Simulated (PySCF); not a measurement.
C6H7N.
SMILES with atom numbers: `[CH3:1][c:2]1[cH:3][cH:4][n:5][cH:6][cH:7]1`

Cartesian coordinates in Å at the GFN2-xTB level; atoms count from 1:
```
atom  x, y, z in Å
C1     2.0001   -0.1292    0.1046
C2     0.5092   -0.0314    0.0351
C3    -0.1297    1.1939   -0.1236
C4    -1.5125    1.2257   -0.1952
N5    -2.2726    0.1466   -0.1200
C6    -1.6686   -1.0202    0.0274
C7    -0.2935   -1.1648    0.1082
H8     2.4087   -0.2554   -0.8985
H9     2.4284    0.7748    0.5310
H10    2.3050   -0.9858    0.7013
H11    0.4434    2.1069   -0.1881
H12   -2.0434    2.1614   -0.3173
H13   -2.3238   -1.8802    0.0849
H14    0.1485   -2.1428    0.2281
```

NICS is the negative of the GIAO shielding at a point without a nucleus: at the ring centre (0) and 1 Å above and below it (1); zz is the component along the ring normal. Level: GIAO PBE0/pcSseg-1 (PySCF, non-relativistic, gas phase) on the GFN2-xTB geometry, one conformer.

Ring bond lengths (Å), with Mayer bond orders in brackets: C2–C3 1.391 (1.39), C3–C4 1.385 (1.41), C4–N5 1.322 (1.48), N5–C6 1.322 (1.48), C6–C7 1.385 (1.41), C7–C2 1.391 (1.39).

Give the NICS values of each ring in ppm.

| ring | type | NICS(0) | NICS(1), two faces | NICS(1)zz, two faces | rms pucker (Å) | centre to ring atoms, mean (Å) |
| --- | --- | --- | --- | --- | --- | --- |
| C2–C3–C4–N5–C6–C7 | 6-membered ring with N; formal bonds all aromatic | -7.4 | -11.3 / -11.1 | -28.4 / -28.1 | 0.00 | 1.37 |

What do they say, and how far can they be read as aromaticity?

- C2–C3–C4–N5–C6–C7: mean NICS(1)zz -28.3 ppm, shielded, aromatic by this magnetic criterion (flat ring, no four-coordinate atom).

How equal are the bonds by HOMA? HOMA = 1 − mean of α(R − Ropt)² over the ring bonds, with Krygowski's 1993 parameters (CC: Ropt 1.388 Å, α 257.7 Å⁻²; CN: Ropt 1.334 Å, α 93.52 Å⁻²).

- C2–C3–C4–N5–C6–C7: HOMA 0.99; the largest term is that of C4–N5, α(R − Ropt)² = 0.01. The geometric and the magnetic index point the same way.

At the first NICS(1) probe listed for ring C2–C3–C4–N5–C6–C7, 1 Å off the ring, what do the in-plane components average?

The isotropic value is a third of the trace: (3 × -11.3 − (-28.4))/2 = -2.8 ppm.

Give the inner angles of the rings and the Hirshfeld charges of the ring atoms.

- C2–C3–C4–N5–C6–C7: C2 117.3° (+0.024 e), C3 119.0° (-0.060 e), C4 123.5° (+0.014 e), N5 117.6° (-0.171 e), C6 123.5° (+0.014 e), C7 119.0° (-0.060 e); sum 720.0° against 720° for a flat convex ring.

What are the shieldings of the ring atoms and their hydrogens in the same run (means over atoms taken as equivalent)?

| atoms | environment | σ isotropic (ppm) | principal values of the symmetric part, first atom (ppm) |
| --- | --- | --- | --- |
| C2 | substituted aromatic carbon | 34.7 | -72.8, -5.4, 182.3 |
| C3 (×2) | aromatic CH carbon | 58.0 | -51.7, 61.1, 164.8 |
| C4 (×2) | aromatic CH next to a ring nitrogen | 31.1 | -78.8, 26.8, 145.1 |
| N5 | pyridine-type nitrogen | -84.9 | -397.9, -168.0, 311.2 |
| H11 (×2) | aromatic hydrogen | 24.48 | 21.7, 22.8, 29.0 |
| H12 (×2) | aromatic hydrogen | 22.85 | 18.9, 22.6, 27.0 |
